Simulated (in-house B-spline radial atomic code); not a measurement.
Ionisation energies along the 5-electron series, configuration 1s2 2s2 2p1/2(1), as differences of self-consistent energies. Dirac energy differences include first-order Breit, QED and recoil terms. NIST's values go from ground level to ground level; the uncertainty of those that are theory runs from under 0.1 % in few-electron ions to several per cent in heavy many-electron ones. Computed with a B-spline radial code for spherical atoms: Dirac-Hartree-Fock, jj configuration that fills j = l - 1/2 first, finite nuclei.

| ion | configuration after | ionisation energy (eV) | IE/(q+1)² (eV) | -ε less Coulomb ΔSCF (eV) | Breit and QED recoil part (eV) | tabulated value (eV) | computed minus tabulated (eV) |
| --- | --- | --- | --- | --- | --- | --- | --- |
| B | [He] 2s2 | 7.93 | 7.9305 | 0.49992 | -0.0002945 | 8.298019 | -0.37 |
| C+ | [He] 2s2 | ? | ? | ? | ? | ? | ? |
| N2+ | [He] 2s2 | ? | ? | ? | ? | ? | ? |
| O3+ | [He] 2s2 | 77.23 | 4.8266 | 0.62113 | -0.011264 | 77.4135 | -0.19 |
| F4+ | [He] 2s2 | 114.15 | 4.5661 | 0.63333 | -0.019346 | 114.249 | -0.10 |
| Ne5+ | [He] 2s2 | 157.95 | 4.3874 | 0.64244 | -0.030482 | 157.934 | 0.01 |
| Mg7+ | [He] 2s2 | 266.13 | 4.1582 | 0.65561 | -0.063422 | 265.924 | 0.20 |

(1) Fill in the row of C+.

(2) Fill in the row of N2+.

(3) How far is this level of theory from the measured and semi-empirical values?

Answers

(1) ionisation energy (eV): 24.05; IE/(q+1)² (eV): 6.0119; -ε less Coulomb ΔSCF (eV): 0.5726; Breit and QED recoil part (eV): -0.0021468; tabulated value (eV): 24.38314; computed minus tabulated (eV): -0.34.

(2) ionisation energy (eV): 47.18; IE/(q+1)² (eV): 5.242; -ε less Coulomb ΔSCF (eV): 0.60324; Breit and QED recoil part (eV): -0.0056659; tabulated value (eV): 47.4453; computed minus tabulated (eV): -0.27.

(3) Over those 7 rows the differences run from -0.368 to +0.203 eV (mean absolute value 0.21 eV). The calculation leaves out correlation and, in open shells, the multiplet splittings that an average leaves out.
